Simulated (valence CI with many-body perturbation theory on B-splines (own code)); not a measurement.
## E1 transitions of Pb50+

Computed by relativistic CI+MBPT: four valence electrons over a frozen Dirac-Fock core [Ar] 3d10, radial functions for each j: 11 s, 11 p, 9 d, 7 f, 5 g, 2 h, 1 i, with the one-electron correlation potential Σ1, the two-electron term Σ2, the three-electron term Σ3, Breit, model QED; selected CI, second order for the rest (own B-spline code, finite nucleus).

No measured spectrum was set against this ion. As an estimate, large intervals hold to a few tenths of a per cent, small ones and those within an open d or f shell to about a per cent.

Lines 151 to 200 of 241 in falling wavelength, among levels below 709.39 eV, chosen from the strongest by gf and those to the six lowest levels. Wavelengths and rates use the calculated energies. Electric multipoles are in the length gauge, E1 and E2 with the static RPA response of the core. Weak lines are less certain than strong ones. Lines between different terms over intervals too small for the method are left out, as are lines whose strength nearly cancels. The highest levels of a list are the least certain.

Levels are named by their leading jj configuration (3d3/2^4 stands for four electrons in 3d with j = 3/2), which in mixed levels can hold well under half, so a name can repeat and another be missing. Letters in brackets count levels of one name in rising energy.

```
λ vac (Å)                           Upper                   Lower   A (s⁻¹)  S (a.u.)
    41.80          (4s^2 4p1/2 4f5/2) J=2  (4s 4p1/2^2 4p3/2) J=1  1.04e+11  1.88e-02
    41.77  (4s 4p1/2 4p3/2 4d3/2) J=1 [b]  (4s^2 4p1/2 4d3/2) J=2  3.42e+11  3.69e-02
    41.75                (4s 4p3/2^3) J=1      (4s^2 4p3/2^2) J=0  9.42e+11  1.02e-01
    41.70  (4s 4p1/2 4p3/2 4d3/2) J=2 [d]  (4s^2 4p1/2 4d3/2) J=1  1.55e+12  2.78e-01
    41.69  (4s 4p1/2 4p3/2 4d3/2) J=2 [c]  (4s^2 4p1/2 4d3/2) J=2  9.82e+10  1.76e-02
    41.63      (4s 4p1/2 4p3/2^2) J=2 [b]  (4s^2 4p1/2 4p3/2) J=2  1.44e+12  2.56e-01
    41.39      (4s 4p1/2 4p3/2^2) J=1 [b]  (4s^2 4p1/2 4p3/2) J=2  1.27e+12  1.33e-01
    41.39  (4s 4p1/2 4p3/2 4d3/2) J=1 [c]  (4s^2 4p1/2 4d3/2) J=2  1.13e+12  1.18e-01
    41.24      (4s 4p1/2 4p3/2^2) J=1 [a]  (4s^2 4p1/2 4p3/2) J=1  9.19e+11  9.55e-02
    41.18  (4s 4p1/2 4p3/2 4d5/2) J=1 [c]  (4s^2 4p1/2 4d5/2) J=2  4.60e+11  4.76e-02
    41.16  (4s 4p1/2 4p3/2 4d5/2) J=2 [c]  (4s^2 4p1/2 4d5/2) J=3  8.42e+11  1.45e-01
    41.10  (4s 4p1/2 4p3/2 4d3/2) J=3 [c]  (4s^2 4p1/2 4d3/2) J=2  1.68e+12  4.04e-01
    41.00  (4s 4p1/2 4p3/2 4d5/2) J=2 [c]  (4s^2 4p1/2 4d5/2) J=2  7.68e+10  1.31e-02
    40.98           (4p1/2^2 4p3/2^2) J=2  (4s 4p1/2^2 4p3/2) J=2  4.75e+11  8.06e-02
    40.95      (4s 4p1/2 4p3/2^2) J=2 [b]  (4s^2 4p1/2 4p3/2) J=1  7.59e+09  1.29e-03
    40.93  (4s 4p1/2 4p3/2 4d5/2) J=3 [d]  (4s^2 4p1/2 4d5/2) J=3  8.57e+11  2.03e-01
    40.72      (4s 4p1/2 4p3/2^2) J=1 [b]  (4s^2 4p1/2 4p3/2) J=1  6.28e+11  6.28e-02
    40.58  (4s 4p1/2 4p3/2 4d5/2) J=2 [d]  (4s^2 4p1/2 4d5/2) J=3  3.22e+11  5.31e-02
    40.44          (4s^2 4p1/2 4f5/2) J=3  (4s 4p1/2^2 4p3/2) J=2  1.62e+07  3.71e-06
    40.42  (4s 4p1/2 4p3/2 4d5/2) J=2 [d]  (4s^2 4p1/2 4d5/2) J=2  6.68e+11  1.09e-01
    40.41  (4s 4p1/2 4p3/2 4d5/2) J=1 [a]  (4s^2 4p1/2 4d3/2) J=1  1.11e+11  1.09e-02
    40.30                (4s 4p3/2^3) J=1      (4s^2 4p3/2^2) J=2  1.89e+12  1.83e-01
    39.54          (4s^2 4p1/2 4f5/2) J=2  (4s 4p1/2^2 4p3/2) J=2  3.25e+09  4.95e-04
    39.05  (4s 4p1/2 4p3/2 4d3/2) J=0 [a]  (4s 4p1/2^2 4p3/2) J=1  6.91e+10  2.03e-03
    39.01  (4s 4p1/2 4p3/2 4d3/2) J=1 [a]  (4s 4p1/2^2 4p3/2) J=1  5.05e+06  4.44e-07
    38.93  (4s 4p1/2 4p3/2 4d3/2) J=2 [a]  (4s 4p1/2^2 4p3/2) J=1  6.20e+10  9.03e-03
    38.87  (4s 4p1/2 4p3/2 4d3/2) J=2 [d]  (4s^2 4p1/2 4d3/2) J=2  3.43e+11  4.97e-02
    38.60          (4s^2 4p1/2 4f7/2) J=3  (4s 4p1/2^2 4p3/2) J=2  3.87e+10  7.69e-03
    37.03  (4s 4p1/2 4p3/2 4d3/2) J=1 [a]  (4s 4p1/2^2 4p3/2) J=2  2.45e+10  1.84e-03
    36.96  (4s 4p1/2 4p3/2 4d3/2) J=2 [a]  (4s 4p1/2^2 4p3/2) J=2  1.45e+11  1.81e-02
    36.58  (4s 4p1/2 4p3/2 4d3/2) J=3 [a]  (4s 4p1/2^2 4p3/2) J=2  2.63e+10  4.45e-03
    36.55  (4s 4p1/2 4p3/2 4d3/2) J=2 [b]  (4s 4p1/2^2 4p3/2) J=1  7.33e+10  8.82e-03
    36.05  (4s 4p1/2 4p3/2 4d3/2) J=1 [b]  (4s 4p1/2^2 4p3/2) J=1  7.82e+10  5.42e-03
    35.99  (4s 4p1/2 4p3/2 4d3/2) J=2 [c]  (4s 4p1/2^2 4p3/2) J=1  1.24e+10  1.43e-03
    35.76  (4s 4p1/2 4p3/2 4d3/2) J=1 [c]  (4s 4p1/2^2 4p3/2) J=1  4.46e+10  3.02e-03
    34.81  (4s 4p1/2 4p3/2 4d3/2) J=2 [b]  (4s 4p1/2^2 4p3/2) J=2  2.93e+11  3.05e-02
    34.74          (4s^2 4p3/2 4d3/2) J=2  (4s^2 4p1/2 4p3/2) J=2  1.69e+12  1.75e-01
    34.54          (4s^2 4p3/2 4d3/2) J=1  (4s^2 4p1/2 4p3/2) J=2  3.30e+11  2.01e-02
    34.51          (4s^2 4p3/2 4d3/2) J=3  (4s^2 4p1/2 4p3/2) J=2  2.16e+12  3.07e-01
    34.48  (4s 4p1/2 4p3/2 4d3/2) J=1 [d]  (4s 4p1/2^2 4p3/2) J=1  2.59e+12  1.57e-01
    34.43  (4s 4p1/2 4p3/2 4d3/2) J=3 [b]  (4s 4p1/2^2 4p3/2) J=2  2.13e+12  3.01e-01
    34.35  (4s 4p1/2 4p3/2 4d3/2) J=1 [b]  (4s 4p1/2^2 4p3/2) J=2  1.79e+12  1.08e-01
    34.30  (4s 4p1/2 4p3/2 4d3/2) J=2 [c]  (4s 4p1/2^2 4p3/2) J=2  2.50e+12  2.49e-01
    34.26          (4s^2 4p3/2 4d3/2) J=2  (4s^2 4p1/2 4p3/2) J=1  1.22e+12  1.21e-01
    34.09  (4s 4p1/2 4p3/2 4d3/2) J=1 [c]  (4s 4p1/2^2 4p3/2) J=2  6.28e+11  3.68e-02
    34.08  (4s 4p1/2 4p3/2 4d5/2) J=2 [a]  (4s 4p1/2^2 4p3/2) J=1  4.08e+10  3.99e-03
    34.07          (4s^2 4p3/2 4d3/2) J=1  (4s^2 4p1/2 4p3/2) J=1  2.16e+12  1.27e-01
    34.05          (4s^2 4p3/2 4d3/2) J=0  (4s^2 4p1/2 4p3/2) J=1  2.38e+12  4.63e-02
    34.00  (4s 4p1/2 4p3/2 4d3/2) J=0 [b]  (4s 4p1/2^2 4p3/2) J=1  2.26e+12  4.39e-02
    33.97          (4s^2 4p1/2 4d3/2) J=1      (4s^2 4p1/2^2) J=0  3.32e+12  1.93e-01
```
